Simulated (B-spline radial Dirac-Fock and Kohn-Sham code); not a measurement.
Magnetic form factor of the 4f shell of Yb³⁺

System: Yb³⁺, configuration 1s2 2s2 2p6 3s2 3p6 3d10 4s2 4p6 4d10 4f13 5s2 5p6.

Input file task.json (cfg lists n, l and occupation; rrms is the nuclear radius in fm):

```json
{"items": [{
  "Z": 70,
  "q": 3,
  "cfg": [[1, 0, 2], [2, 0, 2], [2, 1, 6], [3, 0, 2], [3, 1, 6], [3, 2, 10], [4, 0, 2], [4, 1, 6], [4, 2, 10], [4, 3, 13], [5, 0, 2], [5, 1, 6]],
  "A": 174,
  "rrms": 5.3108,
  "do": ["scatter"],
  "s": [0.0, 0.05, 0.1, 0.15, 0.2, 0.25, 0.3, 0.35, 0.4, 0.45, 0.5, 0.6, 0.7, 0.8, 0.9, 1.0, 1.1, 1.2, 1.4, 1.6, 1.8, 2.0, 2.5, 3.0, 3.5, 4.0, 5.0, 6.0],
  "pz": [0, 0.1, 0.2, 0.3, 0.4, 0.5, 0.6, 0.8, 1.0, 1.2, 1.4, 1.6, 1.8, 2.0, 2.5, 3.0, 4.0, 5.0, 7.0, 10.0, 15.0, 20.0, 30.0, 40.0, 60.0, 100.0],
  "hv_scatter": [1000, 2000, 8047.8, 10000, 20000, 30000, 100000, 200000]
}]}
```

Launch: `python xray_run.py task.json out`

Method: Dirac-Fock orbitals of the configuration average with a finite nucleus. Computed with a radial atomic solver. ⟨j_K⟩ is the integral of the 4f radial density with the spherical Bessel function j_K(4πsr), s = sin θ/λ.

Hund's rules give S = 1/2, L = 3, J = 7/2 for 4f13, so g = 1.143, and the dipole approximation is F = ⟨j0⟩ + C₂⟨j2⟩ with C₂ = (2 − g)/g = 0.750.

```tsv
s (Å⁻¹)	⟨j0⟩	⟨j2⟩	⟨j4⟩	⟨j6⟩	F (dipole)	tabulated ⟨j0⟩
0	1.0000	0.0000	0.0000	0.0000	1.0000	0.9997
0.05	0.9881	0.0047	0.0000	0.0000	0.9917	0.9879
0.1	0.9536	0.0183	0.0002	0.0000	0.9673	0.9537
0.15	0.9001	0.0386	0.0010	0.0000	0.9291	0.9004
0.2	0.8324	0.0631	0.0028	0.0001	0.8797	0.8327
0.25	0.7557	0.0892	0.0059	0.0004	0.8226	0.7559
0.3	0.6748	0.1145	0.0104	0.0009	0.7607	0.6749
0.35	0.5938	0.1373	0.0162	0.0018	0.6968	0.5938
0.4	0.5156	0.1566	0.0231	0.0031	0.6330	0.5155
0.45	0.4421	0.1720	0.0307	0.0049	0.5711	0.4422
0.5	0.3746	0.1832	0.0387	0.0071	0.5121	0.3749
0.6	0.2596	0.1944	0.0544	0.0128	0.4054	0.2602
0.7	0.1708	0.1932	0.0683	0.0195	0.3157	0.1712
0.8	0.1051	0.1833	0.0793	0.0266	0.2425	0.1048
0.9	0.0582	0.1679	0.0870	0.0334	0.1841	0.0575
1	0.0260	0.1498	0.0915	0.0397	0.1383	0.0253
1.1	0.0047	0.1309	0.0932	0.0451	0.1029	0.0046
1.2	-0.0085	0.1123	0.0924	0.0494	0.0758	-0.0081
1.4	-0.0198	0.0794	0.0858	0.0548	0.0397	-0.0192
1.6	-0.0205	0.0536	0.0753	0.0563	0.0197	–
```

Radial moments of the shell: ⟨r²⟩ = 0.6522, ⟨r⁴⟩ = 1.089, ⟨r⁶⟩ = 3.932 in powers of bohr. Tabulated ⟨j0⟩: the fit in Brown, International Tables for Crystallography C, 4.4.5, itself from free-ion calculations whose configuration may differ.
